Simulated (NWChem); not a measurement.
C2H7MgN; SMILES C[N](C)[MgH]

```xyz
11

Mg     0.0690    -1.6347     0.0108
H      0.2297    -3.3325     0.0174
N     -0.1110     0.2717     0.0034
C      1.0013     1.2031     0.0032
C     -1.3778     0.9788     0.0008
H      0.9980     1.8650    -0.8836
H      0.9980     1.8660     0.8893
H      1.9640     0.6720     0.0034
H     -1.4997     1.6312     0.8863
H     -1.4968     1.6291    -0.8866
H     -2.2242     0.2772     0.0001
```
Atoms are numbered in this order, from 1.

Results from NWChem. Pople sets run with spherical d functions. Structure relaxed at the B3LYP/6-31G* (spherical d) level. GIAO values for the isolated, static molecule; σ is the absolute isotropic shielding, δ = σ(reference) − σ with the isolated reference molecule computed at the same levels (13C: tetramethylsilane, 1H: tetramethylsilane, 15N: ammonia).

For level PBE/pcSseg-1:

```
Property     Result
-----------  ------
σ Mg1 (ppm)   463.4
δ H2 (ppm)     4.99
δ N3 (ppm)     46.7
δ C4 (ppm)     48.1
```

### Question
What are these values for level B3LYP/6-31G*?

### Answer
| Quantity | Result |
|---|---|
| σ Mg1 (ppm) | 513.6 |
| δ H2 (ppm) | 5.41 |
| δ N3 (ppm) | 50.6 |
| δ C4 (ppm) | 45.5 |
